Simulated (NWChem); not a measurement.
Species: SiH$_{2}$SeOF$_{2}$; SMILES O[Si](F)(F)[SeH]

```xyz
7

O      1.0307    -1.4998     1.0897
Si    -0.0033    -0.8361     0.0140
F     -1.5281    -1.2473     0.3149
F      0.3961    -1.4858    -1.3953
Se    -0.0143     1.4115    -0.0274
H      1.0334    -1.1428     1.9828
H      1.4413     1.4544    -0.2395
```
Atoms are numbered in this order, from 1.

Coordinates come from a PBE0/def2-SVP optimisation.

List the 4 lowest vertical singlet excitations from PBE/6-31G* (spherical d), full TDDFT (NWChem).


```
state  energy (eV)  oscillator strength  leading excitation (squared amplitude)
-----  -----------  -------------------  --------------------------------------
S1            5.73                0.009                      HOMO → LUMO (0.99)
S2            6.19                0.017                    HOMO → LUMO+1 (0.98)
S3            7.31                0.004                    HOMO → LUMO+2 (0.50)
S4            7.42                0.007                    HOMO → LUMO+2 (0.37)
```
